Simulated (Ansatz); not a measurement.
The multiplicity is imposed and other spin states were not computed.

All values below come from frozen-core CCSD(T)/def2-TZVPP // r2SCAN-D4/def2-SVP in Ansatz (a program for electronic structure).

Ansatz 0.2 input:
```yaml
crystal:
  periodic: [false, false, false]
  atoms:
    - { symbol: Ag, position_ang: [-0.062645, 0.088182, -0.185161] }
    - { symbol: N, position_ang: [-0.990681, 1.394581, -2.929549] }
    - { symbol: C, position_ang: [-0.649895, 0.914847, -1.921696] }
    - { symbol: H, position_ang: [-1.284823, 1.808649, -3.799417] }
    - { symbol: C, position_ang: [0.526311, -0.740874, 1.55634] }
    - { symbol: N, position_ang: [0.867939, -1.221782, 2.566547] }
basis:
  gaussian: { orbitals: def2-TZVPP }
correlation:
  method: ccsd_t
```

Output:

```
Functional definition: HF
1268 factors; integrals over basis functions are off by at most 8.7e-4 eV
mean field evaluation 1: about -9012.5958 eV, gradient 4.3e1 eV
mean field evaluation 2: about -9013.0951 eV, gradient 4.3e1 eV
mean field evaluation 4: about -9017.1464 eV, gradient 4.1e0 eV
mean field evaluation 8: about -9017.2259 eV, gradient 5.7e-1 eV
mean field evaluation 16: about -9017.2271 eV, gradient 2.7e-6 eV
mean field -9017.22713803 eV, -331.3769852264 hartree, gradient 2.7e-6 eV, S^2 0.000000; 0 other end points of the search recorded, 0 dependent functions left out
4 core orbitals not correlated
reference -9017.22713803 eV, -331.3769852264 hartree; 19, 19 occupied and 171, 171 virtual orbitals, 1268 factors
second order -37.51965368 eV of doubles, -0.00000000 eV of singles
cycle   1  -35.04201151 eV  change     2.5e0 eV  update   1.7e-1
cycle   2  -36.15367475 eV  change    -1.1e0 eV  update   6.5e-2
cycle   3  -36.40780841 eV  change   -2.5e-1 eV  update   2.9e-2
cycle   4  -36.40709445 eV  change    7.1e-4 eV  update   1.1e-2
cycle   5  -36.38639035 eV  change    2.1e-2 eV  update   4.1e-3
cycle   6  -36.39103790 eV  change   -4.6e-3 eV  update   1.6e-3
cycle   7  -36.39276109 eV  change   -1.7e-3 eV  update   5.4e-4
cycle   8  -36.39225800 eV  change    5.0e-4 eV  update   2.6e-4
cycle   9  -36.39196262 eV  change    3.0e-4 eV  update   9.4e-5
cycle  10  -36.39206681 eV  change   -1.0e-4 eV  update   3.8e-5
cycle  11  -36.39199535 eV  change    7.1e-5 eV  update   1.4e-5
cycle  12  -36.39196677 eV  change    2.9e-5 eV  update   5.0e-6
perturbative correction -1.66584078 eV, -0.0612185196 hartree
Total energy: -9055.28494558 eV, -332.7755838574 hartree
```

Cost: around 70 core-seconds (rough).
